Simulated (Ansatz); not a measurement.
The same ligand exchange along the group B, Al, Ga, In.

Gas-phase electronic energies from Ansatz, PBE0-D4/def2-TZVP geometries. CCSD(T)/CBS is the MP2 limit (def2-TZVPP, def2-QZVPP) plus CCSD(T) − MP2 in def2-TZVPP, frozen cores. DFT in def2-TZVPP. Elements past krypton have def2 core potentials. For Ga, In, Se outer-core shells are correlated without core-valence functions, which leaves a few kJ/mol of doubt a bond. Scalar relativity is left out up to krypton. Each species was taken in one conformer, which may not be the lowest.

```csv
reaction,revPBE-D4 (kJ/mol),CCSD(T)/CBS(def2) (kJ/mol)
`CN(C)B(Cl)Cl` + H₂Se → `ClB(Cl)[SeH]` + dimethylamine,67,75
`C[N](C)[Al]([Cl])[Cl]` + H₂Se → `[Cl][Al]([Cl])[SeH]` + dimethylamine,-28,-26
`C[N](C)[Ga]([Cl])[Cl]` + H₂Se → `[Cl][Ga]([Cl])[SeH]` + dimethylamine,-59,-53
`C[N](C)[In]([Cl])[Cl]` + H₂Se → `[Cl][In]([Cl])[SeH]` + dimethylamine,-102,-96
```

Largest T1 diagnostic: 0.014, for `C[N](C)[In]([Cl])[Cl]`.
